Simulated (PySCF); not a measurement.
## Diatomics of K with group 12

PBE0 with double-zeta basis sets in PySCF, for the lowest determinant that a PBE0 search found; no spin–orbit coupling. De refers to high-spin ground-configuration atoms. A positive dipole means M(−)K(+).

```tsv
M	basis	state (unpaired electrons)	Re (Å)	ωe (cm⁻¹)	De (eV)	μ (D)
Zn	def2-SVP	doublet (σ ↑)	3.787	59.3	0.11	0.27
Hg	def2-SVP	doublet (σ ↑)	4.084	33.1	0.06	0.34
```

Problem. The row for M = Cd is missing. Estimate Re, ωe and De as the mean of the rows for Zn and Hg, and compare with the calculation.

Solution. The means are 3.935 Å, 46.2 cm⁻¹ and 0.08 eV. PBE0 in def2-SVP gives KCd as a doublet (σ ↑) with Re = 4.006 Å, ωe = 44.3 cm⁻¹, De = 0.09 eV, so the estimate is off by -7.1 pm, +4 % and -0.01 eV.

Weak bonds: KCd, KHg, KZn. Basis-set superposition, not corrected here, can be much of De in a small basis, most of all at correlated wavefunction levels. Functionals without a dispersion term scatter widely for such bonds, and LDA overbinds them. Spin–orbit coupling is left out. States were picked by a PBE0 search and need not be the measured ground states.
